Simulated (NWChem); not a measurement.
System: C$_{4}$H$_{5}$NO; SMILES Nc1ccco1

```xyz
11

N     -0.0357    -2.0281    -0.0722
C      0.0953    -0.6595    -0.0069
C      1.1738     0.1856     0.0127
C      0.6191     1.5082    -0.0054
C     -0.7306     1.3639    -0.0281
O     -1.0523     0.0368    -0.0306
H      0.7807    -2.5345     0.2459
H     -0.8893    -2.3775     0.3498
H      2.2230    -0.0978     0.0322
H      1.1667     2.4486     0.0043
H     -1.5667     2.0563    -0.0380
```
Atoms are numbered in this order, from 1.

Coordinates come from a PBE0/def2-SVP optimisation.

Problem. Give the principal values of the shielding tensors (ppm) of N1, C2, C3, C4, C5 from B3LYP/6-311G** (spherical d), GIAO (NWChem), with their diamagnetic and paramagnetic parts as GIAO splits them.

Solution. 
| atom | σ11 | σ22 | σ33 | isotropic | diamagnetic | paramagnetic |
|---|---|---|---|---|---|---|
| N1 | 161.8 | 182.9 | 260.7 | 201.8 | 316.9 | -115.1 |
| C2 | -49.5 | 30.3 | 90.0 | 23.6 | 252.2 | -228.6 |
| C3 | 41.5 | 97.1 | 155.5 | 98.0 | 251.8 | -153.8 |
| C4 | -22.4 | 67.2 | 153.9 | 66.3 | 252.1 | -185.9 |
| C5 | -21.0 | 68.8 | 102.4 | 50.1 | 253.5 | -203.4 |
